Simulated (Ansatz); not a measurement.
`[NH2][GeH3]` + `O[SiH2]F` → `F[SiH2][O][GeH3]` + NH₃ at 700 K and 1 bar (ligand exchange at a Ge–N bond).

Program: Ansatz. Geometries: PBE0-D4/def2-TZVP. ΔE: electronic, gas phase. CCSD(T)/CBS is the MP2 limit (def2-TZVPP, def2-QZVPP) plus CCSD(T) − MP2 in def2-TZVPP, frozen cores. This one scheme is used for every species. For Ge outer-core shells are correlated without core-valence functions, which leaves a few kJ/mol of doubt a bond. Scalar relativity is left out up to krypton. One conformer a species, not always the lowest.

| species | CCSD(T)/CBS energy (Eh) | H − E (kJ/mol) | S (J/(mol·K)) |
| --- | --- | --- | --- |
| `[NH2][GeH3]` | -2133.81884 | 177.8 | 349.1 |
| `O[SiH2]F` | -465.96250 | 137.3 | 346.2 |
| `F[SiH2][O][GeH3]` | -2543.28863 | 200.0 | 466.9 |
| NH₃ | -56.50880 | 116.9 | 226.5 |

H − E and S are ideal-gas, rigid-rotor, harmonic terms from PBE0-D4/def2-TZVP, for one conformer and one mirror image of each species. 1 Eh = 2625.50 kJ/mol, R = 8.31446 J/(mol·K).

Question: By hand: ΔE, ΔH, ΔS and ΔG.

Answer: ΔE = (-2543.28863) + (-56.50880) − (-2133.81884) − (-465.96250) = -0.01609 Eh = -42.2 kJ/mol. Δ(H − E) = 200.0 + 116.9 − 177.8 − 137.3 = 1.8, so ΔH = -40.4 kJ/mol. ΔS = 466.9 + 226.5 − 349.1 − 346.2 = -1.9 J/(mol·K). ΔG = -40.4 − 700 × (-1.9)/1000 = -39.1 kJ/mol.

Question: By hand: the equilibrium constant, and the temperature at which ΔG would vanish if ΔH and ΔS stayed fixed.

Answer: log₁₀ K = −ΔG/(RT ln 10) = 2.9. ΔG = 0 at ΔH/ΔS = 21263 K, far beyond where these terms or the molecules hold.

The number of gas molecules stays the same, so ΔS is small and ΔH decides. A doubt of 5 kJ/mol in ΔE shifts log₁₀ K by 0.4 here. Other conformers and mirror images would add mixing entropy, several J/(mol·K) or more a flexible species. Modes under 60 cm⁻¹, often nearly free rotors, make the harmonic entropy too high. These are equilibria of isolated gas molecules and say nothing of rates. Largest T1 diagnostic: 0.012 (customary marks: 0.02 for closed shells, 0.045 for open ones).
